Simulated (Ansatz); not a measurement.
Ansatz (a quantum-chemistry and plane-wave program) input (B3LYP-D3(BJ)/def2-TZVP):

Ansatz 0.2 input:
```yaml
crystal:
  periodic: [false, false, false]
  atoms:
    - {symbol: F, position_ang: [-1.22191009, 0.10099056, -0.01800192]}
    - {symbol: B, position_ang: [0.03359888, 0.00686681, -0.00701995]}
    - {symbol: O, position_ang: [1.24705466, -0.07972839, 0.00811834]}
basis:
  gaussian:
    orbitals: def2-TZVP
hamiltonian:
  xc: b3lyp
  dispersion: d3bj
total_charge: 1
magnetization: {spin_polarized: true, initial_magnetization: 1}
relax: {f_tol: 0.002, max_steps: 150}
```

End of the output:

```
reference -5431.87014583 eV, -199.6175460055 hartree; 11, 10 occupied and 82, 83 virtual orbitals, 476 factors
relax step   6: F+E_penalty+E_count = -5431.91150059 eV  Δ(F+E_penalty+E_count) = -6.988e-6 eV  max|allowed force component| = 8.726e-5 eV/Å  Δτ_max = 0.0011 Å  (141 SCF iters, accepted)
integrals: 0.01 GiB planned
476 factors; their error is unknown
mean field: 0.24 GiB planned
mean field evaluation 160: about -5431.8700 eV, gradient 2.3e-5 eV
mean field evaluation 192: about -5431.8060 eV, gradient 4.6e0 eV
mean field -5431.87001456 eV, -199.6175411815 hartree, gradient 4.6e-6 eV, S^2 0.752854; 2 other end points of the search recorded, 0 dependent functions left out
the calculation of the forces begins
reference -5431.87014583 eV, -199.6175460055 hartree; 11, 10 occupied and 82, 83 virtual orbitals, 476 factors
Total energy: -5431.91163185 eV, -199.6190705887 hartree
Atom 0 at    -1.233690     0.101064    -0.018942 Å, force    -0.000052    -0.000030    -0.000036 eV/Å
Atom 1 at    -0.007885     0.011376    -0.005936 Å, force     0.000087     0.000059     0.000069 eV/Å
Atom 2 at     1.300318    -0.084311     0.007974 Å, force    -0.000036    -0.000029    -0.000033 eV/Å
Dipole moment:     0.048298    -0.003548     0.000498 e Å
```
